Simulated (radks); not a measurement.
Task: These are the eigenvalues of the occupied orbitals of an atom or ion with whole-number occupations (hartree). Calculated with a radial shooting solver on a logarithmic mesh with Libxc functionals: scalar-relativistic Kohn-Sham, LDA (Slater exchange, Perdew-Wang correlation), spin-polarised, spherical densities, point nucleus.

orbital  eigenvalue
1s up     -2720.079
1s down   -2720.062
2s up     -479.6834
2s down   -479.6734
2p up     -418.7561
2p down   -418.7423
3s up     -116.9971
3s down   -116.9863
3p up     -99.10976
3p down   -99.09780
3d up     -79.11141
3d down   -79.09974
4s up     -30.17486
4s down   -30.15495
4p up     -24.30119
4p down   -24.27882
4d up     -17.00819
4d down   -16.98035
5s up     -10.00719
5s down    -9.86627
4f up      -8.86497
4f down    -8.82327
5p up      -8.31052

Which element is it, and in what charge state? The configuration may be excited. Open shells, if any, are filled with parallel spins first.

Result: Z = 76, osmium, charge +11: Os11+ in [Kr] 4d10 4f14 5s2 5p3. The list shows which subshells hold electrons but not how many an open one holds; the 1s level, -2720.1 hartree, gives Z - s = 73.8 by -(Z - s)^2/2, which with screening and relativity narrows Z to a few neighbours, and the depths of the outer levels then fix element, charge and occupations together.
